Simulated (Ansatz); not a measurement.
Reaction 3 R1 + R2 → 2 P1 + P2 + P3, each structure at its B3LYP-D3(BJ)/def2-TZVP stationary point, reached from a drawn start (curvature not checked).
P1: CH4 (SMILES C), charge 0, multiplicity 1.
R1, H2 (SMILES [H][H]) (charge 0, multiplicity 1):
```xyz
2

H      0.00000     0.00000     0.37199
H      0.00000     0.00000    -0.37199
```
P2, HF (SMILES F) (charge 0, multiplicity 1):
```xyz
2

F      0.00000     0.00000     0.46223
H      0.00000     0.00000    -0.46223
```
P3, SiH4 (SMILES [SiH4]) (charge 0, multiplicity 1):
```
atom    x (Å)    y (Å)    z (Å)
----  -------  -------  -------
Si     0.0000   0.0000   0.0000
H      0.8547   0.8547   0.8547
H     -0.8547  -0.8547   0.8547
H     -0.8547   0.8547  -0.8547
H      0.8547  -0.8547  -0.8547
```
R2: C2H7FSi (SMILES C[SiH](C)F), charge 0, multiplicity 1.

P less R. No zero-point or thermal terms.

Cores are frozen in the correlated methods.

Codes used: Ansatz (a first-principles code) with Gaussian orbitals. No computed number here is a measurement.

Total energies in hartree:

| structure | PBE/def2-TZVPP | PBE0/def2-TZVPP | CCSD(T)/cc-pV(T+d)Z |
|---|---|---|---|
| P1 | -40.464286 | -40.475415 | -40.438100 |
| R1 | -1.166122 | -1.168485 | -1.172336 |
| P2 | -100.393473 | -100.394002 | -100.338298 |
| P3 | -291.721620 | -291.756591 | -291.440117 |
| R2 | -469.568155 | -469.616991 | -469.163055 |

**Question.** Work out the reaction energy at each level in kcal/mol (1 hartree = 627.50947 kcal/mol), and say how far PBE/def2-TZVPP lies from CCSD(T)/cc-pV(T+d)Z.

**Answer.** 
- PBE/def2-TZVPP: 2 × (-40.464286) + (-100.393473) + (-291.721620) − (-469.568155) − 3 × (-1.166122) = 0.022856 hartree = 14.34 kcal/mol
- PBE0/def2-TZVPP: 2 × (-40.475415) + (-100.394002) + (-291.756591) − (-469.616991) − 3 × (-1.168485) = 0.021023 hartree = 13.19 kcal/mol
- CCSD(T)/cc-pV(T+d)Z: 2 × (-40.438100) + (-100.338298) + (-291.440117) − (-469.163055) − 3 × (-1.172336) = 0.025448 hartree = 15.97 kcal/mol
PBE/def2-TZVPP less CCSD(T)/cc-pV(T+d)Z: -1.63 kcal/mol. CCSD(T)/cc-pV(T+d)Z is the level counted from, the highest shown, and no exact or measured value.
